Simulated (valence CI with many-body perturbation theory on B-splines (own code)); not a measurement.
**Pm IV: calculated level list**

Calculated by relativistic CI+MBPT: four valence electrons over a frozen Dirac-Fock core [Xe], a basis of 8 s, 8 p, 9 d, 9 f, 6 g, 3 h, 2 i functions for each j, with the one-electron correlation potential Σ1 (screened to all orders), the two-electron term Σ2, the three-electron term Σ3, Breit, model QED; the open f shell's mean field enters the energy denominators; selected single and double excitations, second order for the rest, scaled by the run's own slope (own B-spline code, finite nucleus).

With an open or low-lying f shell, different configurations can be misplaced against each other by up to about 5,000 cm⁻¹. No measured levels were compared; by estimate terms of the open shell hold to a few per cent of their energy, and close levels can change places. Core correlation moves these levels by up to 11000 cm⁻¹, and in measured spectra 5 to 20 % of such shifts remained as error; rates that hang on mixing are uncertain with them. Among the levels kept, up to 330 cm⁻¹ of a level comes from second order outside the variational space, and about a tenth of that is noise between levels of different J, which matters for small intervals. Only levels of the ground parity were solved; by the run's estimate the other parity begins above the list, which can be wrong where configurations are misplaced.

Levels 46 to 63 of 63, with energies above the lowest level, 4f4 5I_4. "Leading %" is the weight of the configuration and term that name the level; weights of strongly mixed levels are sums over their largest components and can fall short. In the jj column 3d3/2^4 stands for four electrons in 3d with j = 3/2.

```tsv
No.	Configuration	Term	J	E (eV)	Leading %	Leading jj	g	Second component
46	4f4	1L	8	3.845	56	4f5/2 4f7/2^3 (49 %)	0.976	29 % 4f4 3M
47	4f4	5D	1	3.869	95	4f5/2^3 4f7/2 (58 %)	1.489	
48	4f4	5D	2	3.970	94	4f5/2^2 4f7/2^2 (66 %)	1.472	
49	4f4	3F	3	4.034	60	4f5/2 4f7/2^3 (49 %)	1.222	31 % 4f4 5D
50	4f4	5D	3	4.115	59	4f5/2 4f7/2^3 (47 %)	1.331	37 % 4f4 3F
51	4f4	5D	4	4.126	66	4f5/2 4f7/2^3 (47 %)	1.347	25 % 4f4 1G
52	4f4	1G	4	4.215	52	4f5/2 4f7/2^3 (48 %)	1.131	28 % 4f4 3F
53	4f4	1D	2	4.261	56	4f7/2^4 (71 %)	1.002	18 % 4f4 3D
54	4f4	3F	4	4.513	86	4f5/2 4f7/2^3 (38 %)	1.254	6 % 4f4 5D
55	4f4	1I	6	4.513	56	4f5/2^2 4f7/2^2 (59 %)	1.063	38 % 4f4 3H
56	4f4	3H	4	4.605	73	4f5/2^2 4f7/2^2 (44 %)	0.869	11 % 4f4 3G
57	4f4	1H	5	4.618	73	4f5/2^2 4f7/2^2 (50 %)	1.007	14 % 4f4 3H
58	4f4	3H	5	4.708	74	4f5/2^2 4f7/2^2 (55 %)	1.054	17 % 4f4 3G
59	4f4	1K	7	4.785	90	4f5/2 4f7/2^3 (60 %)	1.006	6 % 4f4 3I
60	4f4	1D	2	4.844	85	4f5/2 4f7/2^3 (56 %)	0.983	9 % 4f4 3F
61	4f4	3H	6	4.940	59	4f5/2 4f7/2^3 (68 %)	1.098	38 % 4f4 1I
62	4f4	3G	4	5.108	49	4f5/2 4f7/2^3 (38 %)	1.067	25 % 4f4 3F
63	4f4	3G	3	5.115	78	4f5/2^2 4f7/2^2 (68 %)	0.819	19 % 4f4 3F
```

Names give the largest LS component (configuration and term), which can be under half, so a name can repeat, a term be missing and a line seem to break the LS rules; names also repeat where a configuration has a term twice.

Where two levels of one J and parity lie close, their mixing, g and order are uncertain.
